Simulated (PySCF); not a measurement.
## Radial density of Dy(40+) (dysprosium, charge +40)

M06-2X, [Ar] 3d8, high-spin 3F determinant. Computed with PySCF 2.14 in an even-tempered Gaussian basis (18 s from 7.7 bohr⁻², ratio 2.5; 13 p from 10 bohr⁻², ratio 2.5; 8 d from 10 bohr⁻², ratio 2.5; 4 f from 41 bohr⁻², ratio 2.7; 3 g from 62 bohr⁻², ratio 2.7), with scalar relativity by spin-free X2C-1e.

```tsv
r (bohr)	4πr²ρ (e/bohr)	4πr²(ρα − ρβ)
0.0206	82.12	0.0093
0.0347	81.17	0.1416
0.0584	112.7	1.2086
0.0982	87.60	5.7102
0.165	84.26	10.7397
0.278	48.71	4.7937
0.467	2.066	0.2008
0.786	0.003314	0.0004
```

Densities and radii are taken from the X2C orbitals without a picture-change correction, which distorts them close to the nucleus.

Spin-orbit coupling is strong in this species (close to jj coupling), so the high-spin LS determinant is a model state, not a physical level.
